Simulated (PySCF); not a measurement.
Coordinates in bohr (charge 0 multiplicity 1):
```
Ru    0.0000    0.0000    0.3537
O     0.0000    0.0000   -2.7047
H     0.0000    2.6161    1.7940
H     0.0000   -2.6161    1.7940
H    -2.6161    0.0000    1.7940
H     2.6161    0.0000    1.7940
```

All numbers come from PBE0 in PySCF with Ru def2-TZVP with ECP28, O def2-TZVP, H def2-TZVP; scalar-relativistic core potentials, no spin–orbit coupling; density-fitted integrals.

This geometry of H4RuO is a stationary point at this level.

(1) What is the point group?

(2) Is it a minimum?

(3) Give the ideal-gas entropy at 298.15 K and 1 bar by parts.

(4) What is the atomisation energy, with and without zero-point energy?

Results:

(1) C4v.

(2) Yes: all harmonic wavenumbers are real.

(3) translation 168.8, rotation 76.9, vibration 9.9, spin 0.0; total 255.6 J/(mol K).

(4) 1550 kJ/mol without, 1461 kJ/mol with.

This need not be the most stable arrangement of these atoms.
